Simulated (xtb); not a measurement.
C$_{6}$H$_{18}$Si$_{2}$, charge -1, doublet, at a GFN2-xTB geometry (a state made from the parent by changing its charge; the spin is typed, not shown lowest); xtb with GFN0-xTB.

xtb was given this input:
```
$ xtb coord --gfn 0 --chrg -1 --uhf 1 --json

# file coord
$coord
     -3.3856241030      -1.7731965789      -2.7096102600  c
     -2.0204561307      -0.8133505206       0.5519235598  si
     -3.8805920544       2.2269533641       1.3998302171  c
     -4.1463608689      -3.1995261608       2.6226228216  c
      2.0204561307       0.8133505206      -0.5519235598  si
      3.3856241030       1.7731965789       2.7096102600  c
      4.1463608689       3.1995261608      -2.6226228216  c
      3.8805920544      -2.2269533641      -1.3998302171  c
     -2.5334735933      -3.5274076463      -3.3579313005  h
     -2.9923328280      -0.3477354017      -4.1342582313  h
     -5.4205075746      -2.0639720825      -2.6629922282  h
     -5.9167924194       1.9427619497       1.3727526149  h
     -3.3803039004       2.8749734090       3.2849847540  h
     -3.4475103281       3.7564815133       0.1001182381  h
     -6.1669547984      -3.0324010689       2.2367028769  h
     -3.6242122308      -5.1622637062       2.2686668951  h
     -3.8880598741      -2.8686102854       4.6410710427  h
      5.4205075746       2.0639720825       2.6629922282  h
      2.5334735933       3.5274076463       3.3579313005  h
      2.9923328280       0.3477354017       4.1342582313  h
      3.8880598741       2.8686102854      -4.6410710427  h
      3.6242122308       5.1622637062      -2.2686668951  h
      6.1669547984       3.0324010689      -2.2367028769  h
      3.3803039004      -2.8749734090      -3.2849847540  h
      3.4475103281      -3.7564815133      -0.1001182381  h
      5.9167924194      -1.9427619497      -1.3727526149  h
$end
```

What the program printed (banner, timings and long lists left out):

```
   ID    Z sym.   atoms
    1    6 c      1, 3, 4, 6-8
    2   14 si     2, 5
    3    1 h      9-26

           -------------------------------------------------
          |                Calculation Setup                |
           -------------------------------------------------

           -------------------------------------------------
          |                 G F N 0 - x T B                 |
           -------------------------------------------------

          ...................................................
          :                      SETUP                      :
          :.................................................:
          :  # basis functions                  80          :
          :  # atomic orbitals                  78          :
          :  # shells                           54          :
          :  # electrons                        51          :
          :  electronic temp.          300.0000000     K    :
          :  accuracy                    1.0000000          :
          :  -> integral cutoff          0.2500000E+02      :
          :  -> integral neglect         0.1000000E-07      :
          ...................................................

         :::::::::::::::::::::::::::::::::::::::::::::::::::::
         ::                     SUMMARY                     ::
         :::::::::::::::::::::::::::::::::::::::::::::::::::::
         :: total energy             -27.647380880777 Eh    ::
         :: gradient norm              0.032368318653 Eh/a0 ::
         :: HOMO-LUMO gap              1.646325788021 eV    ::
         ::.................................................::
         :: H0 energy                -26.781985862814 Eh    ::
         :: repulsion energy           0.405190953405 Eh    ::
         :: electrostat energy        -1.260047240801 Eh    ::
         :: -> Gsolv                   0.000000000000 Eh    ::
         ::    -> Gsasa                0.000000000000 Eh    ::
         ::    -> Gshift               0.000000000000 Eh    ::
         :: dispersion energy         -0.010538730568 Eh    ::
         :: short-range corr.          0.000000000000 Eh    ::
         :: add. restraining           0.000000000000 Eh    ::
         :: total charge              -1.000000000000 e     ::
         :::::::::::::::::::::::::::::::::::::::::::::::::::::

           -------------------------------------------------
          |                Property Printout                |
           -------------------------------------------------

    * Orbital Energies and Occupations

         #    Occupation            Energy/Eh            Energy/eV
      -------------------------------------------------------------
         1        2.0000           -0.6417401             -17.4626
       ...           ...                  ...                  ...
        14        2.0000           -0.5241861             -14.2638
        15        2.0000           -0.5220421             -14.2055
        16        2.0000           -0.5211438             -14.1810
        17        2.0000           -0.5196833             -14.1413
        18        2.0000           -0.5195467             -14.1376
        19        2.0000           -0.5192874             -14.1305
        20        2.0000           -0.5145500             -14.0016
        21        2.0000           -0.4342192             -11.8157
        22        2.0000           -0.4318981             -11.7525
        23        2.0000           -0.4279235             -11.6444
        24        2.0000           -0.4270598             -11.6209
        25        2.0000           -0.3861204             -10.5069
        26        1.0000           -0.2965641              -8.0699 (HOMO)
        27                         -0.2360628              -6.4236 (LUMO)
        28                         -0.2212607              -6.0208
        29                         -0.2063516              -5.6151
        30                         -0.1856887              -5.0528
[...]
     5  14 si       3.497     0.491   140.600    22.151
     6   6 c        3.642    -0.636    41.211     9.330
     7   6 c        3.618    -0.585    39.447     9.154
     8   6 c        3.642    -0.635    41.188     9.327
     9   1 h        0.925     0.096     1.818     2.108
    10   1 h        0.925     0.094     1.839     2.121
    11   1 h        0.925     0.113     1.673     2.023
    12   1 h        0.925     0.113     1.674     2.023
    13   1 h        0.925     0.097     1.817     2.108
    14   1 h        0.925     0.094     1.844     2.124
    15   1 h        0.924     0.098     1.799     2.097
    16   1 h        0.924     0.080     1.981     2.201
    17   1 h        0.924     0.080     1.983     2.202
    18   1 h        0.925     0.113     1.673     2.023
    19   1 h        0.925     0.096     1.818     2.108
    20   1 h        0.925     0.094     1.839     2.121
    21   1 h        0.924     0.080     1.983     2.202
    22   1 h        0.924     0.080     1.981     2.201
    23   1 h        0.924     0.098     1.799     2.097
    24   1 h        0.925     0.097     1.817     2.108
    25   1 h        0.925     0.094     1.844     2.124
    26   1 h        0.925     0.113     1.674     2.023

 Mol. C6AA /au·bohr⁶  :       7359.552808
 Mol. C8AA /au·bohr⁸  :     237580.399026
 Mol. α(0) /au        :        137.938009

Wiberg/Mayer (AO) data.
largest (>0.10) Wiberg bond orders for each atom

 ---------------------------------------------------------------------------
     #   Z sym  total        # sym  WBO       # sym  WBO       # sym  WBO
 ---------------------------------------------------------------------------
     1   6 c    3.882 --     9 h    0.958    11 h    0.957    10 h    0.956
                             2 si   0.926
     2  14 si   4.203 --     5 si   1.098     3 c    0.926     1 c    0.926
                             4 c    0.881
     3   6 c    3.882 --    13 h    0.958    12 h    0.957    14 h    0.956
                             2 si   0.926
     4   6 c    3.852 --    15 h    0.964    16 h    0.963    17 h    0.963
                             2 si   0.881
     5  14 si   4.203 --     2 si   1.098     8 c    0.926     6 c    0.926
                             7 c    0.881
     6   6 c    3.882 --    19 h    0.958    18 h    0.957    20 h    0.956
                             5 si   0.926
     7   6 c    3.852 --    23 h    0.964    22 h    0.963    21 h    0.963
                             5 si   0.881
     8   6 c    3.882 --    24 h    0.958    26 h    0.957    25 h    0.956
                             5 si   0.926
     9   1 h    0.985 --     1 c    0.958
    10   1 h    0.986 --     1 c    0.956
    11   1 h    0.982 --     1 c    0.957
    12   1 h    0.982 --     3 c    0.957
    13   1 h    0.985 --     3 c    0.958
    14   1 h    0.986 --     3 c    0.956
    15   1 h    0.981 --     4 c    0.964
    16   1 h    0.990 --     4 c    0.963
    17   1 h    0.990 --     4 c    0.963
    18   1 h    0.982 --     6 c    0.957
    19   1 h    0.985 --     6 c    0.958
    20   1 h    0.986 --     6 c    0.956
    21   1 h    0.990 --     7 c    0.963
    22   1 h    0.990 --     7 c    0.963
    23   1 h    0.981 --     7 c    0.964
    24   1 h    0.985 --     8 c    0.958
    25   1 h    0.986 --     8 c    0.956
    26   1 h    0.982 --     8 c    0.957
 ---------------------------------------------------------------------------

Topologies differ in total number of bonds
Writing topology from bond orders to xtbtopo.mol

 dipole moment from electron density (au)
     X       Y       Z
  -0.0000   0.0000   0.0000  total (Debye):    0.000

           -------------------------------------------------
          | TOTAL ENERGY              -27.647380880777 Eh   |
          | GRADIENT NORM               0.032368318653 Eh/α |
          | HOMO-LUMO GAP               1.646325788021 eV   |
           -------------------------------------------------

normal termination of xtb
```
